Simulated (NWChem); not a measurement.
A series in which one site is exchanged, each optimised at PBE0/def2-SVP with NWChem, gas phase unless a solvent is named. This build's default masses of Se (78.918 u) and Br (79.917 u) are each other's, which moves their modes by up to 0.6 %. For some, no frequency run checked for a minimum. def2 effective core potentials on I; no spin-orbit coupling.

A: [I][Be][Br] (BeIBr; site = I)
B: [BeH][Br] (BeHBr; site = H)
C: [F][Be][Br] (BeBrF; site = F)
D: [Br][Be][Cl] (BeBrCl; site = Cl)

| quantity | A | B | C | D |
|---|---|---|---|---|
| dipole (D), PBE0/def2-SVP | 0.18 | … | 0.44 | 0.20 |
| orbital gap (eV), PBE0/def2-SVP | 7.34 | … | 8.55 | 8.63 |
| static polarisability, B3LYP/def2-SVPD (bohr³) | 72.7 | … | 34.9 | 49.7 |

Complete the blanks.


- dipole (D), PBE0/def2-SVP, B: 0.28
- orbital gap (eV), PBE0/def2-SVP, B: 8.25
- static polarisability, B3LYP/def2-SVPD (bohr³), B: 38.6
